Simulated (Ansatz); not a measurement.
System: sum formula BNH, charge -1, multiplicity 1. 
Structure (B3LYP-D3(BJ)/def2-TZVP (Ansatz, an electronic-structure program) minimum search):
```xyz
3

B      0.0000     0.0000    -0.5880
N      0.0000     0.0000     0.6732
H      0.0000     0.0000    -1.7723
```
Charge -1, spin multiplicity 1.

Basis-set convergence of Hartree-Fock and MP2 correlation energies (hartree) with Ansatz. Valence correlation only, unless marked. Spin-orbit coupling is left out. Non-relativistic. This anion needs diffuse functions, which these sets lack.

```tsv
basis	functions	E(HF)	E(corr, MP2)
cc-pVDZ	33	-79.67164	-0.26653
cc-pVTZ	74	-79.69852	-0.32364
cc-pVQZ	140	-79.70684	-0.34518
cc-pV5Z	237	…	…
```

Some entries are withheld; supply them.


- cc-pV5Z, E(HF): -79.70917
- cc-pV5Z, E(corr, MP2): -0.35408
